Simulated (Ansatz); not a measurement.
`[F][Al]([F])[Cl]` + NH₃ → `[NH2][Al]([F])[Cl]` + H–F at 500 K and 1 bar (ligand exchange at the Al–F bond).

Calculated with Ansatz (gas phase, PBE0-D4/def2-TZVP geometries, no zero-point term in ΔE). CCSD(T)/CBS adds triple-zeta CCSD(T) − MP2 to the extrapolated MP2 energy (def2 sets, frozen cores). This one scheme is used for every species. Each species was taken in one conformer, which may not be the lowest.

```tsv
species	CCSD(T)/CBS energy (Eh)	H − E (kJ/mol)	S (J/(mol·K))
`[F][Al]([F])[Cl]`	-901.60711	46.9	335.0
NH₃	-56.50880	108.2	211.8
`[NH2][Al]([F])[Cl]`	-857.68991	114.6	363.5
H–F	-100.39570	39.4	188.7
```

H − E and S are ideal-gas, rigid-rotor, harmonic terms from PBE0-D4/def2-TZVP, for one conformer and one mirror image of each species. 1 Eh = 2625.50 kJ/mol, R = 8.31446 J/(mol·K).

Task: By hand: ΔE, ΔH, ΔS and ΔG.

Result: ΔE = (-857.68991) + (-100.39570) − (-901.60711) − (-56.50880) = 0.03030 Eh = 79.6 kJ/mol. Δ(H − E) = 114.6 + 39.4 − 46.9 − 108.2 = -1.1, so ΔH = 78.5 kJ/mol. ΔS = 363.5 + 188.7 − 335.0 − 211.8 = 5.4 J/(mol·K). ΔG = 78.5 − 500 × (5.4)/1000 = 75.8 kJ/mol.

Task: By hand: the equilibrium constant, and the temperature at which ΔG would vanish if ΔH and ΔS stayed fixed.

Result: log₁₀ K = −ΔG/(RT ln 10) = -7.9. ΔG = 0 at ΔH/ΔS = 14537 K, far beyond where these terms or the molecules hold.

The number of gas molecules stays the same, so ΔS is small and ΔH decides. A doubt of 5 kJ/mol in ΔE shifts log₁₀ K by 0.5 here. Other conformers and mirror images would add mixing entropy, several J/(mol·K) or more a flexible species. These are equilibria of isolated gas molecules and say nothing of rates. Largest T1 diagnostic: 0.012 (customary marks: 0.02 for closed shells, 0.045 for open ones).
